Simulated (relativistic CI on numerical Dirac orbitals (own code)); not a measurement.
# Ru⁷⁺ (4d) in a crystal field

Calculated by Dirac-Coulomb-Breit CI, separate exchange-only KLI orbitals for each configuration, QED by a radiative potential, valence Slater integrals scaled by 0.9, one configuration in a parametric crystal field (own radial code).

Field parameters in Wybourne normalisation: D3d B²₀ = −7Dσ, B⁴₀ = −14Dq − 21Dτ, B⁴₃ = −14√(10/7) Dq. The field is a parameter set, without covalency.

S and J are read from ⟨S²⟩ = S(S + 1) and ⟨J²⟩ = J(J + 1) of each level; they are not fictitious spins.

D3d, 10Dq = 22950, Dσ = -1200, Dτ = -290 cm⁻¹, the lowest 5 levels:

| E (cm⁻¹) | Degeneracy | Irrep | S | J |
| --- | --- | --- | --- | --- |
| 0.0 | 2 | Γ5+Γ6 | 0.50 | 1.84 |
| 1701 | 2 | Γ4 | 0.50 | 2.18 |
| 6836 | 2 | Γ4 | 0.50 | 2.23 |
| 24980 | 2 | Γ4 | 0.50 | 2.22 |
| 25135 | 2 | Γ5+Γ6 | 0.50 | 2.24 |

Principal g values of the ground doublet: 0.00, 0.00, 0.60.

D3d, 10Dq = 22950, Dσ = -980, Dτ = -290 cm⁻¹, the lowest 5 levels:

```csv
E (cm⁻¹),Degeneracy,Irrep,S,J
0.0,2,Γ5+Γ6,0.50,1.85
1588,2,Γ4,0.50,2.15
6189,2,Γ4,0.50,2.25
24714,2,Γ4,0.50,2.22
24818,2,Γ5+Γ6,0.50,2.23
```

Principal g values of the ground doublet: 0.00, 0.00, 0.56.

The free-ion ground term has S = 1/2. Every field shown keeps that spin.

Levels of this model without a field, named by their leading LS term: ²D3/2 0, ²D5/2 4227 cm⁻¹.
